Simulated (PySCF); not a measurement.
**Xe²⁺ (xenon, charge +2) across methods**

[Kr] 4d10 5s2 5p3 6s1, high-spin 5S determinant (an excited configuration). All numbers are calculated (PySCF 2.14, the spin-free X2C one-electron Hamiltonian (Gaussian nucleus), in x2c-TZVPPall with one added diffuse shell each of s, p, d, f type (9s7p5d3f, 76 functions)).

```json
{"method": "r2SCAN", "E (hartree)": "-7444.67", "mean ε 5s β (eV)": "-41.400", "mean ε 5p α (eV)": "-31.803", "mean ε 6s α (eV)": "-13.620", "Σ⟨r²⟩ (bohr²)": "55.09", "⟨S²⟩": "6.001"}
{"method": "PBE", "E (hartree)": "-7444.25", "mean ε 5s β (eV)": "-41.376", "mean ε 5p α (eV)": "-31.135", "mean ε 6s α (eV)": "-13.681", "Σ⟨r²⟩ (bohr²)": "54.46", "⟨S²⟩": "6.000"}
{"method": "MN15", "E (hartree)": "-7449.66", "mean ε 5s β (eV)": "-43.459", "mean ε 5p α (eV)": "-33.604", "mean ε 6s α (eV)": "-14.467", "Σ⟨r²⟩ (bohr²)": "53.90", "⟨S²⟩": "6.001"}
{"method": "UHF", "E (hartree)": "-7441.79096", "mean ε 5s β (eV)": "-44.565", "mean ε 5p α (eV)": "-36.526", "mean ε 6s α (eV)": "-15.384", "Σ⟨r²⟩ (bohr²)": "55.68", "⟨S²⟩": "6.001"}
{"method": "M06-2X", "E (hartree)": "-7445.34", "mean ε 5s β (eV)": "-42.654", "mean ε 5p α (eV)": "-34.173", "mean ε 6s α (eV)": "-14.841", "Σ⟨r²⟩ (bohr²)": "54.61", "⟨S²⟩": "6.002"}
{"method": "LDA", "E (hartree)": "-7437.98", "mean ε 5s β (eV)": "-41.952", "mean ε 5p α (eV)": "-31.222", "mean ε 6s α (eV)": "-13.923", "Σ⟨r²⟩ (bohr²)": "54.31", "⟨S²⟩": "6.000"}
{"method": "B3LYP", "E (hartree)": "-7444.75", "mean ε 5s β (eV)": "-42.710", "mean ε 5p α (eV)": "-32.207", "mean ε 6s α (eV)": "-14.099", "Σ⟨r²⟩ (bohr²)": "54.63", "⟨S²⟩": "6.000"}
{"method": "PBE0", "E (hartree)": "-7444.33", "mean ε 5s β (eV)": "-42.556", "mean ε 5p α (eV)": "-32.710", "mean ε 6s α (eV)": "-14.203", "Σ⟨r²⟩ (bohr²)": "54.65", "⟨S²⟩": "6.000"}
```

**Question.** Estimate the same row for B97-3.

**Answer.** E (hartree) = -7444.27; mean ε 5s β (eV) = -42.595; mean ε 5p α (eV) = -32.662; mean ε 6s α (eV) = -14.111; Σ⟨r²⟩ (bohr²) = 54.79; ⟨S²⟩ = 6.001.

The outer electron is Rydberg-like, and this basis confines it to a smaller radius and binds it less than a complete one would.
